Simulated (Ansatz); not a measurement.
`CS[SiH](O)O` and `O[SiH](O)CF` differ in one atom or group.

Ansatz, PBE0-D4/def2-TZVP geometries, multiplicity 1. Each molecule was computed in one conformer, which needn't be the lowest.

```
                                          property  `CS[SiH](O)O`
size of the dipole moment (ωB97M-V/def2-TZVPP) / D           1.17
             HOMO–LUMO gap (B3LYP/def2-TZVPP) / eV           6.74
               HOMO–LUMO gap (PBE/def2-TZVPP) / eV           5.10
               HOMO energy (B3LYP/def2-TZVPP) / eV          -6.82
                 LUMO energy (PBE/def2-TZVPP) / eV          -0.72
             HOMO energy (ωB97M-V/def2-TZVPP) / eV          -9.27
```

Task: What does the change do to each property? (Estimate.)

Result: The calculation gave: 
```json
{"property": "size of the dipole moment (ωB97M-V/def2-TZVPP) / D", "`O[SiH](O)CF`": "1.63", "shift": "0.46"}
{"property": "HOMO–LUMO gap (B3LYP/def2-TZVPP) / eV", "`O[SiH](O)CF`": "8.11", "shift": "1.37"}
{"property": "HOMO–LUMO gap (PBE/def2-TZVPP) / eV", "`O[SiH](O)CF`": "6.11", "shift": "1.01"}
{"property": "HOMO energy (B3LYP/def2-TZVPP) / eV", "`O[SiH](O)CF`": "-8.04", "shift": "-1.22"}
{"property": "LUMO energy (PBE/def2-TZVPP) / eV", "`O[SiH](O)CF`": "-0.59", "shift": "0.13"}
{"property": "HOMO energy (ωB97M-V/def2-TZVPP) / eV", "`O[SiH](O)CF`": "-10.55", "shift": "-1.28"}
```

With PBE0 the HOMO falls by 1.18 eV and the LUMO rises by 0.18 eV, so the gap widens by about 1.36 eV. PBE moves the HOMO by -0.89 eV and ωB97M-V by -1.28 eV. Dipoles are sizes alone; their direction can turn.

B3LYP here is the variant with VWN-RPA as its local correlation; programs differ in this.
